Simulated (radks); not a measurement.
Charge is removed step by step from the 3p1/2 level of Si+, starting from [Ne] 3s2 3p(1/2: 1, 3/2: 0). Method: Dirac Kohn-Sham, PBEsol, spin-unpolarised, spherical densities, finite nucleus; Fermi nuclear charge, rms radius 3.1224 fm; computed with a radial shooting solver on a logarithmic mesh with Libxc functionals.

removed (e) = 0: E - E(0) (eV) 0.000; eigenvalue (eV) -11.647; E minus straight line (eV) 0.000
removed (e) = 0.25: E - E(0) (eV) 3.174; eigenvalue (eV) -13.761; E minus straight line (eV) -0.823
removed (e) = 0.5: E - E(0) (eV) 6.887; eigenvalue (eV) -15.948; E minus straight line (eV) -1.109
removed (e) = 0.75: E - E(0) (eV) 11.154; eigenvalue (eV) -18.199; E minus straight line (eV) -0.840
removed (e) = 1: E - E(0) (eV) 15.991; eigenvalue (eV) -20.509; E minus straight line (eV) 0.000

Removing the whole electron costs 15.991 eV by Delta-SCF, against 11.647 eV from minus the eigenvalue at the starting occupation. Slater's transition state (half an electron removed) gives 15.948 eV. Integrating minus the eigenvalue over the occupation (Janak's theorem) gives 15.991 eV. The mean slope of the eigenvalue, de/dn, is 8.86 eV per electron. Ionisation energy of Si+ in the NIST Atomic Spectra Database: 16.346 eV (measured).

Beside tabulated values, note that spin-unpolarised runs miss the spin-polarisation part of the exchange energy of open shells.
